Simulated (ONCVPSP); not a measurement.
**Cutoff test, silicon (Si), ONCV**

```
Element                 : Si
Generator               : ONCVPSP 4.0.1
Type                    : optimised norm-conserving Vanderbilt (ONCV)
Functional              : PBE
Relativity              : scalar-relativistic
Frozen core             : [He]
Valence charge          : 12
Reference configuration : 2s2 2p6 3s2 3p1.75 (charge +0.25)
Partial waves           : 2s+3s: rc 0.90 bohr, ncon 4, nbas 8, qcut 12.5 1/bohr, 2 projectors; 2p+3p: rc 1.00 bohr, ncon 4, nbas 7, qcut 16.7 1/bohr, 2 projectors; d scattering state at 0.03 Ha: rc 1.00 bohr, ncon 4, nbas 8, qcut 8.4 1/bohr, 2 projectors, debl 2.8 Ha
Local potential         : polynomial inside 0.65 bohr (lpopt 5, dvloc0 0 Ha)
Core correction         : none
```

**Question.** For each optimised wave give the share of its norm inside rc, the residual kinetic energy above qcut (Ha) and the cutoffs (Ha) for errors of 10, 1, 0.1 and 0.01 mHa per electron.

**Answer.**

```csv
wave,norm inside rc,residual KE,10 mHa,1 mHa,0.1 mHa,0.01 mHa
2s,0.905,4.7e-06,22.6,37.0,61.2,73.8
3s,0.040,4.5e-06,17.2,24.8,56.1,72.3
2p,0.935,5.0e-08,78.1,94.5,108.1,119.3
3p,0.030,2.1e-08,59.2,80.9,98.5,112.5
d projector 1,0.003,2.4e-05,3.5,13.5,26.9,45.3
d projector 2,0.135,3.9e-03,29.9,42.8,96.6,279.5
```

The occupied waves need 94 Ha and 108 Ha for 1 and 0.1 mHa. Rows with under 1 % of the norm inside rc give no meaningful cutoff.
